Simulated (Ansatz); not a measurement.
Calculated with Ansatz (gas phase, PBE0-D4/def2-TZVP geometries, no zero-point term in ΔE). CCSD(T)/CBS adds triple-zeta CCSD(T) − MP2 to the extrapolated MP2 energy (def2 sets, frozen cores). This one scheme is used for every species. Functionals use def2-TZVPP. B3LYP here is the variant with VWN-RPA as its local correlation; programs differ in this. One conformer a species, not always the lowest.

`F[SiH]([SiH3])O[SiH3]` + H₂S → `[SiH3]S` + `O[SiH](F)[SiH3]`  (ligand exchange at the Si–O bond)

`F[SiH]([SiH3])O[SiH3]`:

Cartesian coordinates in Å:
```
F -1.194 -0.379 -2.093
Si -0.265 -0.917 -0.906
Si -1.536 -0.917 1.066
O 1.027 0.058 -0.773
Si 1.649 1.478 -0.238
H 0.223 -2.254 -1.319
H -0.689 -1.375 2.201
H -2.694 -1.840 0.926
H -2.036 0.453 1.359
H 3.079 1.264 0.088
H 0.918 1.917 0.981
H 1.519 2.512 -1.293
```

H₂S:

Cartesian coordinates in Å:
```
S -0.102 0.117 0.600
H 0.506 0.790 -0.389
H -0.404 -0.907 -0.211
```

`[SiH3]S`:

```xyz
6

Si   -0.304    0.194   -0.386
S     0.397   -1.251    1.025
H    -0.790    1.425    0.288
H    -1.424   -0.474   -1.089
H     0.755    0.567   -1.358
H     1.366   -0.462    1.520
```

`O[SiH](F)[SiH3]`:

Cartesian coordinates in Å:
```
O 1.146 0.639 1.393
Si 0.521 -0.556 0.468
F -0.262 -1.613 1.385
Si -0.986 0.447 -1.014
H 1.892 0.442 1.962
H 1.608 -1.339 -0.180
H -1.647 -0.600 -1.838
H -0.252 1.375 -1.914
H -2.020 1.204 -0.261
```

**Question.** Is it downhill or uphill in electronic energy at CCSD(T)/CBS, and by how much? (Best estimate.)

**Answer.** Computed: Uphill: ΔE = +11.7 kcal/mol.

**Question.** What do these levels give: r2SCAN-D4, PBE0-D4, B3LYP-D4, r2SCAN0-D4, BHLYP-D4, PBE-QIDH, PBE, revPBE, PBE0, RPA@PBE/def2-TZVPP, CCSD/def2-SVP, HF/def2-TZVPP? (Estimate.)

**Answer.** Ansatz gave: r2SCAN-D4 10.5, PBE0-D4 9.1, B3LYP-D4 12.5, r2SCAN0-D4 10.9, BHLYP-D4 14.1, PBE-QIDH 10.2, PBE 7.2, revPBE 6.8, PBE0 8.3, RPA@PBE/def2-TZVPP 12.9, CCSD/def2-SVP 12.5, HF/def2-TZVPP 15.1 kcal/mol.

Largest T1 diagnostic among the species: 0.013.

Leaving LDA and LC-ωPBE aside and taking each functional with its dispersion term where it has one, the values, not all of them listed here, spread over 6.1 kcal/mol, from PBE-D4 to BHLYP-D4. LDA lies +1.0 kcal/mol from PBE without D4. In def2-TZVPP, CCSD(T) changes the Hartree–Fock value by −3.0 kcal/mol (the triples alone add −0.6 kcal/mol) and MP2 by −3.5 kcal/mol. From BLYP to BHLYP (50 % exact exchange), in def2-TZVPP and without D4, ΔE moves by +2.5 kcal/mol.
